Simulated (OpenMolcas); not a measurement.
**Lines of Sn2+: computed and rescaled rates**

| Property | Result |
| --- | --- |
| Program | OpenMolcas 26.06 |
| Method | CASSCF |
| Basis | ANO-RCC-VQZP [8s7p5d3f2g] |
| Scalar Hamiltonian | DKH3, point nucleus |
| Active space | 2 electrons in 4 orbitals (5s 5p) |
| State averaging | 2S+1 = 3 even, 3 roots; 2S+1 = 1 even, 7 roots; 2S+1 = 3 odd, 3 roots; 2S+1 = 1 odd, 3 roots |
| Spin-orbit coupling | state interaction with AMFI integrals over the reference wave functions, term energies averaged over their components |

Rates come from the transition moments of the reference wave functions (E1 and E2 in the length form). At fixed line strength A goes as λ^-3 for E1 and M1 and as λ^-5 for E2, so a rate at the computed wavelength can be rescaled to the measured one. Measured vacuum wavelengths follow from level energies in Moore, Atomic Energy Levels, vol. III, NSRDS-NBS 35 (1971 reprint of NBS Circular 467, 1958). Branching counts decays inside the model space alone, at computed energies, and the table is only a selection of the E1 lines, drawn from those between levels with measured partners whose computed energy lies within a factor of 1.5 of the measured one.

```
  Upper       Lower  Type  λ computed (nm)  λ measured (nm)  A computed (s-1)  A rescaled (s-1)  Branching %
5p² ³P₀  5s 5p ³P°₁    E1            136.2            138.7          3.02e+09          2.86e+09         99.8
5p² ³P₂  5s 5p ³P°₂    E1            133.9            132.7          2.24e+09          2.30e+09         71.0
5p² ³P₁  5s 5p ³P°₂    E1            138.4            141.1          1.20e+09          1.13e+09         37.8
5p² ³P₁  5s 5p ³P°₀    E1            130.1            130.6          1.15e+09          1.14e+09         36.4
5p² ¹D₂  5s 5p ¹P°₁    E1            192.5            207.1          9.59e+08          7.70e+08         81.9
5p² ³P₂  5s 5p ³P°₁    E1            128.5              126          8.89e+08          9.43e+08         28.2
5p² ³P₁  5s 5p ³P°₁    E1            132.6            133.5          8.14e+08          7.98e+08         25.7
5p² ¹D₂  5s 5p ³P°₂    E1            119.5              145          1.89e+08                           16.2
5p² ³P₂  5s 5p ¹P°₁    E1            232.8              183          2.52e+07                            0.8
5p² ¹D₂  5s 5p ³P°₁    E1            115.2              137          2.26e+07                            1.9
```

Spin-changing lines and M1 lines between different terms are not rescaled, since their strength hangs on the term gaps too.

The largest correction is for 5p² ¹D₂ → 5s 5p ¹P°₁ (E1): 9.59e+08 × (192.5 / 207.1)^3 = 7.70e+08 s-1, a factor of 0.80.

The computed rate and branching of 5p² ³P₀ → 5s 5p ³P°₁ give the upper level a radiative lifetime of 0.998 / 3.02e+09 s-1 = 3.30e-10 s, counting decays inside the model space alone. The rescaled rate gives about 3.5e-10 s.

The computed order of these levels differs from the measured one in 1 place, and where term gaps are wrong the rates of spin-changing lines can be off by large factors.

No measured rate stands beside these. Rescaling mends the energy factor alone: line strengths can still be far off where a level mixes with configurations outside the active space, and weak or spin-changing lines hang on small mixing coefficients that depend on the term gaps too, so rescaling need not improve them.

Some levels mix across a computed gap that differs much from the measured one, so their mixing is not that of the real levels. The ¹D term of p² mixes with s d, which this space lacks. Measured partners are found by configuration, term and J. A level has none where our copy of the source lacks it or the pairing is in doubt (some pairs that miss far off the trend of their configuration count as doubtful). Only configurations of the active space appear.

° marks odd parity.
